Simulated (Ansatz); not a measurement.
Reactions of `C[SiH](N)O[SiH3]`.

Gas-phase electronic energies from Ansatz, PBE0-D4/def2-TZVP geometries. CBS: MP2 limit from def2 TZ/QZ plus the TZ coupled-cluster correction, frozen cores. This one scheme is used for every species. Double bonds are as drawn, so ΔE can hold a change between cis and trans. Elements past krypton have def2 core potentials. For Sn outer-core shells are correlated without core-valence functions, which leaves a few kJ/mol of doubt a bond. Each species was taken in one conformer, which may not be the lowest.

(1) Order these by ΔE at CCSD(T)/CBS, lowest first. (Estimate.)
A. `C[SiH](N)O[SiH3]` → `N[SiH2]OC[SiH3]`
B. `C[SiH](N)O[SiH3]` + `C[S][Sn][SH]` → `C[S][Sn][S]C` + `N[SiH2]O[SiH3]`
C. `C[SiH](N)O[SiH3]` + `[NH2][Al]([OH])[SH]` → `[NH2][Al]([SH])[O][SiH3]` + `C[SiH](N)O`
D. `C[SiH](N)O[SiH3]` + `CC(N)N` → `CC(N)N[SiH3]` + `C[SiH](N)O`
E. `C[SiH](N)O[SiH3]` + `C/N=C\N` → `C/N=C/N[SiH3]` + `C[SiH](N)O`
F. `C[SiH](N)O[SiH3]` + `O[SiH2][SiH2]S` → `C[SiH](N)[SiH2]O` + `[SiH3]O[SiH2]S`
G. `C[SiH](N)O[SiH3]` + `C=[CH][SnH2][F]` → `C[SiH2]O[SiH3]` + `C=[C](N)[SnH2][F]`
H. `C[SiH](N)O[SiH3]` + `COB(F)OC` → `CO[SiH](N)O[SiH3]` + `COB(C)F`

Largest T1 diagnostic: 0.016, for `C[S][Sn][SH]`.

Answers

(1) C (-1.4 kcal/mol), H (+1.9 kcal/mol), F (+5.9 kcal/mol), E (+10.3 kcal/mol), D (+14.8 kcal/mol), B (+20.6 kcal/mol), G (+26.9 kcal/mol), A (+54.9 kcal/mol).
